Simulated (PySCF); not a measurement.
# Dipole response of Rh⁺ (rhodium, charge +1)

[Kr] 4d8, high-spin 3F determinant. Computed with PySCF 2.14 in aug-cc-pwCVTZ-DK (11s10p8d4f3g, 136 functions), with scalar relativity by spin-free X2C-1e. Coupled (time-dependent) response in atomic units; α is the mean over directions.

| method | mean α (bohr³) | C₆ (like pair) | S(−4) |
| --- | --- | --- | --- |
| PBE0 | 12.87 | 80.38 | 66.79 |

S(−4) is the Cauchy moment in α(ω) = α(0) + S(−4) ω² + …

Spin-orbit coupling is absent.

α(iu) at PBE0:

| u (hartree) | α(iu) (bohr³) |
| --- | --- |
| 0 | 12.87 |
| 0.0500 | 12.70 |
| 0.100 | 12.26 |
| 0.200 | 10.92 |
| 0.300 | 9.529 |
| 0.500 | 7.377 |
| 0.750 | 5.594 |
| 1.00 | 4.380 |
| 1.50 | 2.877 |
| 2.00 | 2.025 |
| 3.00 | 1.150 |
| 5.00 | 0.5136 |

A single London oscillator, α(iu) = α/(1 + u²/ω²), gives C₆ = (3/4) ω α². Matching the computed C₆ needs ω = 4 × 80.38 / (3 × 12.87²) = 0.647 hartree.

For an ion, C₆ is the dispersion term alone; charge-induced terms of lower order in 1/R come first.
